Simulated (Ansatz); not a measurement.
Cost and result for the atomization energy of `[CH3][Al]([NH2])[SiH3]` (12 atoms, 11 bonds).

```xyz
12

C     1.069   -1.539    0.790
Al    0.290   -0.023   -0.161
N     1.201    0.752   -1.467
Si   -1.921    0.927    0.324
H     0.440   -2.429    0.694
H     2.066   -1.794    0.421
H     1.153   -1.331    1.861
H     0.871    1.536   -2.006
H     2.120    0.480   -1.779
H    -2.015    1.436    1.724
H    -3.010   -0.084    0.174
H    -2.265    2.068   -0.575
```

Charge 0, multiplicity 1. The geometry is a stationary point of PBE0-D4/def2-TZVP. It is one conformer, not always the lowest. Program: Ansatz. All runs use 4 threads of an Arm Neoverse V1 on a shared host. Times are those of one run each, without the atoms' runs, and a repeat can differ threefold. Electronic energies, without spin–orbit coupling; frozen cores. CCSD(T)/CBS adds CCSD(T) − MP2 in def2-TZVPP to the MP2 limit, and its time is that of the two runs behind it. T1 = 0.012. B3LYP takes the VWN-RPA correlation (the form of Gaussian; ORCA's B3LYP/G). HSE06 is the plane-wave form, built on full-range PBE exchange.

CCSD(T)/CBS is a level of theory with its own doubt, some kJ/mol a heavy atom from the limit and from the frozen cores, so smaller differences don't rank the functionals.

```csv
level,functions,wall time
revPBE-D4/def2-TZVPP,258,1.9 s
BLYP-D4/def2-TZVPP,258,1.9 s
CCSD(T)/def2-SVP,104,2.8 s
BHLYP-D4/def2-TZVPP,258,2.9 s
HSE06-D4/def2-TZVPP,258,2.9 s
B3LYP-D4/def2-TZVPP (with forces),258,4.2 s
r2SCAN-D4/def2-TZVPP (with forces),258,4.5 s
r2SCANh-D4/def2-TZVPP,258,4.8 s
PBE-QIDH/def2-TZVPP,258,4.8 s
ωB97M-V/def2-TZVPP (with forces),258,11 s
MP2/def2-QZVPP,494,19 s
CCSD(T)/def2-TZVPP,258,93 s
CCSD(T)/CBS(def2),–,110 s
```

(1) What atomization energy does each give, and how far from CCSD(T)/CBS? (Estimate.)

Results:

(1) Computed: 
| level | atomization (kJ/mol) | difference from CCSD(T)/CBS | per bond |
| --- | --- | --- | --- |
| revPBE-D4/def2-TZVPP | 3867.9 | -69.4 | -6.3 |
| BLYP-D4/def2-TZVPP | 3909.6 | -27.7 | -2.5 |
| CCSD(T)/def2-SVP | 3687.6 | -249.7 | -22.7 |
| BHLYP-D4/def2-TZVPP | 3862.7 | -74.6 | -6.8 |
| HSE06-D4/def2-TZVPP | 3907.2 | -30.1 | -2.7 |
| B3LYP-D4/def2-TZVPP (with forces) | 3937.3 | 0.0 | 0.0 |
| r2SCAN-D4/def2-TZVPP (with forces) | 3928.5 | -8.8 | -0.8 |
| r2SCANh-D4/def2-TZVPP | 3912.2 | -25.1 | -2.3 |
| PBE-QIDH/def2-TZVPP | 3883.2 | -54.1 | -4.9 |
| ωB97M-V/def2-TZVPP (with forces) | 3938.4 | 1.1 | 0.1 |
| MP2/def2-QZVPP | 3894.3 | -43.0 | -3.9 |
| CCSD(T)/def2-TZVPP | 3833.7 | -103.6 | -9.4 |
| CCSD(T)/CBS(def2) | 3937.3 | 0.0 | 0.0 |

Leaving LDA and LC-ωPBE aside and taking each functional with its dispersion term where it has one, the values, not all of them listed here, spread over 89.8 kJ/mol, from BHLYP-D4 to ωB97X-V. LDA lies +459.1 kJ/mol from PBE without D4, its usual overbinding. From PBE to PBE0 (25 % exact exchange), in def2-TZVPP and without D4, the atomization energy moves by −34.2 kJ/mol: exact exchange takes away binding that semilocal exchange gives to molecules. In def2-TZVPP, CCSD(T) changes the Hartree–Fock value by +926.1 kJ/mol (the triples alone add +42.3 kJ/mol) and MP2 by +924.8 kJ/mol; breaking electron pairs costs correlation energy, which Hartree–Fock lacks.
